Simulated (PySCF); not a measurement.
Run record: excited-state job, `C=C(F)CC#[N+]COC`.

Method: TDDFT PBE0/def2-SVPD, vertical, gas phase, core orbitals frozen in the response (PySCF 2.14.0, density-fitted response routines). Geometry: GFN2-xTB. The command runs a driver script over a list of jobs; the input below is this job's line of settings and its coordinates in Å.

Command:
```bash
OMP_NUM_THREADS=1 python probes_run.py task.json out
```

Input:
```
{"job": {"kind": "uv", "xc": "PBE0", "basis": "def2-SVPD", "nstates": 6, "ntriplets": 2}, "charge": 1, "multiplicity": 1}
C      2.951349    -0.231065    -1.468213
C      2.266637    -0.269713    -0.347343
F      2.179494     0.788130     0.476131
C      1.494847    -1.465405     0.211489
C      0.175167    -1.074836     0.504910
N     -0.860531    -0.664695     0.801528
C     -2.186789    -0.133495     0.823941
O     -2.548170     0.310568    -0.412495
C     -2.169351     1.642259    -0.745435
H      3.017046    -1.076374    -2.126816
H      3.490347     0.659136    -1.744644
H      1.502986    -2.291215    -0.505876
H      1.976033    -1.800883     1.141627
H     -2.189958     0.640719     1.608524
H     -2.846028    -0.963285     1.111363
H     -2.597094     1.826841    -1.727438
H     -2.581748     2.355295    -0.027755
H     -1.082996     1.754335    -0.795709
```

Give the output.

```
coarse grid: 15336 points
cycle   1  E = -462.5100392765  dE =  1.632e+00  |g| = 7.293e-01  |ddm| = 6.589e+00
cycle   2  E = -462.2985082673  dE =  2.115e-01  |g| = 1.235e+00  |ddm| = 2.702e+00
cycle   3  E = -462.6231710765  dE = -3.247e-01  |g| = 1.605e-01  |ddm| = 1.797e+00
cycle   4  E = -462.6268292024  dE = -3.658e-03  |g| = 9.885e-02  |ddm| = 2.567e-01
cycle   5  E = -462.6285325155  dE = -1.703e-03  |g| = 4.111e-02  |ddm| = 1.206e-01
cycle   6  E = -462.6288630720  dE = -3.306e-04  |g| = 9.358e-03  |ddm| = 4.667e-02
cycle   7  E = -462.6288780518  dE = -1.498e-05  |g| = 2.604e-03  |ddm| = 1.319e-02
cycle   8  E = -462.6288795652  dE = -1.513e-06  |g| = 3.961e-04  |ddm| = 4.111e-03
final grid: 149400 points
cycle   9  E = -462.6985027124  dE = -3.796e-05  |g| = 1.059e-02  |ddm| = 1.006e-01
cycle  10  E = -462.6984844247  dE =  1.829e-05  |g| = 1.479e-02  |ddm| = 2.914e-02
cycle  11  E = -462.6985256188  dE = -4.119e-05  |g| = 1.642e-03  |ddm| = 1.501e-02
cycle  12  E = -462.6985261975  dE = -5.786e-07  |g| = 2.880e-04  |ddm| = 2.027e-03
cycle  13  E = -462.6985262058  dE = -8.325e-09  |g| = 2.214e-04  |ddm| = 5.886e-04
cycle  14  E = -462.6985262158  dE = -1.002e-08  |g| = 4.884e-05  |ddm| = 2.586e-04
cycle  15  E = -462.6985262163  dE = -4.948e-10  |g| = 1.337e-05  |ddm| = 8.007e-05
converged SCF energy = -462.6985262163

Static polarisability (au): isotropic 80.962, principal 61.423 75.166 106.297

Singlet excitations
state   eV       nm        f      main configurations
  1   4.7195    262.7   0.01332   H->L 0.99
  2   4.9586    250.0   0.01551   H->L+1 0.99
  3   5.3719    230.8   0.02706   H-1->L 0.98
  4   5.5993    221.4   0.00508   H-1->L+1 0.99
  5   6.3086    196.5   0.01230   H-2->L 0.92
  6   6.7029    185.0   0.04592   H-2->L+1 0.95

Triplet excitations (Tamm-Dancoff, eV): 4.1749 4.7548
```

The SCF starts on a coarse grid where the log names one; the energy can jump when the final grid takes over, and dE then counts from the start density on the new grid. H and L stand for HOMO and LUMO; the number after each pair is its weight.

How does the lowest singlet excitation compare with the HOMO–LUMO gap?

HOMO -12.09 eV and LUMO -6.24 eV give a gap of 5.85 eV; S1 at 4.72 eV lies 1.13 eV below it.

Main results: HOMO -12.09 eV, LUMO -6.24 eV; lowest singlet 4.72 eV; lowest triplet 4.17 eV (Tamm–Dancoff); mean polarisability 81.0 au.

How long does this job take on one thread of an Intel Xeon Platinum 8488C (shared host)? And the peak memory of the process?

About 49 s, with 1.1 GiB resident at the peak, the Python interpreter and its libraries included.

One conformer stands for the species.
Labels such as C1 count atoms from 1, the log's own numbers from 0.
